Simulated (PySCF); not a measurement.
# Sn²⁷⁺ (tin, charge +27) across methods

[Ar] 3d5, high-spin 6S determinant. All numbers are calculated (PySCF 2.14, scalar relativity by spin-free X2C-1e, in an even-tempered Gaussian basis (19 s from 3.4 bohr⁻², ratio 2.5; 12 p from 4.4 bohr⁻², ratio 2.5; 8 d from 4.4 bohr⁻², ratio 2.5; 4 f from 18 bohr⁻², ratio 2.7; 3 g from 27 bohr⁻², ratio 2.7)). The B2PLYP total includes its PT2 part (frozen core); its orbital energies are those of the SCF part.

```
method  E (hartree)  mean ε 3p α (eV)  mean ε 3p β (eV)  mean ε 3d α (eV)  Σ⟨r²⟩ (bohr²)   ⟨S²⟩
  PBE0     -5727.24           -1694.9           -1672.0           -1489.8          1.520  8.750
   LDA     -5721.31           -1679.0           -1662.2           -1478.2          1.522  8.750
r2SCAN     -5727.62           -1688.3           -1665.9           -1482.5          1.520  8.750
B2PLYP     -5727.51           -1710.9           -1681.2           -1501.8          1.520  8.750
 B3LYP     -5727.52           -1691.8           -1670.2           -1487.5          1.521  8.750
   PBE     -5727.14           -1680.1           -1662.9           -1478.5          1.521  8.750
```

Problem. Estimate the same row for UHF.

Solution. E (hartree) = -5726.37915; mean ε 3p α (eV) = -1737.9; mean ε 3p β (eV) = -1696.8; mean ε 3d α (eV) = -1522.1; Σ⟨r²⟩ (bohr²) = 1.519; ⟨S²⟩ = 8.750.
